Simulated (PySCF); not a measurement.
Compound: TeMe2, C2H6Te.
Bonds: Te1–C2, Te1–C6. Hydrogens: H3, H4, H5 on C2; H7, H8, H9 on C6.

A GFN2-xTB structure was refined with PySCF, PBE0-D3(BJ)/def2-SVP geometry optimisation, gas phase, def2 core potentials past Kr. Its GFN2-xTB values:

```
coordinate  GFN2-xTB
    Te1–C2   2.093 Å
     C2–H3   1.070 Å
 Te1–C2–H3    107.1°
 Te1–C2–H5    106.2°
 C2–Te1–C6     93.0°
  H3–C2–H4    111.5°
  H3–C2–H5    111.3°
```

Task: How do these coordinates change at the PBE0-D3(BJ)/def2-SVP level?

Result: 
| coordinate | PBE0-D3(BJ)/def2-SVP (Å or °) | change |
| --- | --- | --- |
| Te1–C2 | 2.152 | +0.059 |
| C2–H3 | 1.097 | +0.027 |
| Te1–C2–H3 | 109.9 | +2.8 |
| H3–C2–H5 | 109.4 | -1.9 |
| Te1–C2–H5 | 107.6 | +1.4 |
| H3–C2–H4 | 110.5 | -1.0 |
| C2–Te1–C6 | 93.7 | +0.7 |

The energy falls by 4.3 kcal/mol over 5 energy and gradient evaluations, the largest force component goes from 0.0430 to 2.6e-04 Eh/bohr, and the atoms move by 0.061 Å rms after alignment. The bond that changes most is Te1–C2 (ends: tellurium bonded to 2 C; carbon bonded to Te and 3 H), which lengthens by 0.059 Å. Bonds longer at the end by more than 0.005 Å: 5 of 8; shorter: 1. Rotational constants go from 8205, 6060, 3643 to 8200, 5985, 3623 MHz.

The run used 84 basis functions and 35 SCF cycles in all.

No frequency check.
